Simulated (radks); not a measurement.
The scandium ion Sc2+, configuration [Ar] 3d1 (the NIST ground configuration). All-electron calculation, non-relativistic Kohn-Sham, LDA (Slater exchange, VWN5 correlation), spin-unpolarised, spherical densities, point nucleus; hard spherical wall at 5 bohr. Program: a radial shooting solver on a logarithmic mesh with Libxc functionals.

Radial electron density D(r) = 4 pi r^2 rho(r):

r (bohr),D(r) (e/bohr)
0.005569,1.897
0.006279,2.341
0.007136,2.917
0.008046,3.569
0.009072,4.347
0.01023,5.265
0.01153,6.337
0.013,7.576
0.01478,9.086
0.01666,10.68
0.01879,12.42
0.02118,14.29
0.02388,16.25
0.02693,18.21
0.03061,20.21
0.03451,21.89
0.03891,23.27
0.04387,24.22
0.04946,24.66
0.05622,24.49
0.06338,23.77
0.07146,22.60
0.08058,21.19
0.09085,19.79
0.1024,18.73
0.1164,18.29
0.1313,18.72
0.148,19.96
0.1669,21.80
0.1881,23.82
0.2121,25.46
0.2411,26.16
0.2718,25.40
0.3065,23.18
0.3456,19.77
0.3896,15.78
0.4428,11.73
0.4993,8.859
0.563,7.297
0.6347,7.012
0.7157,7.594
0.8069,8.425
0.9171,8.934
1.034,8.696
1.166,7.737
1.314,6.278
1.482,4.648
1.671,3.142
1.899,1.877
2.141,1.060
2.414,0.5537
2.722,0.2702
3.069,0.1239
3.461,0.05258
3.933,0.01771
4.435,0.003934

D(r) has 3 maxima, at r = 0.0511, 0.241, 0.939 bohr, and minima at 0.116, 0.615 bohr, inside which lie 2.15, 10.40 electrons.
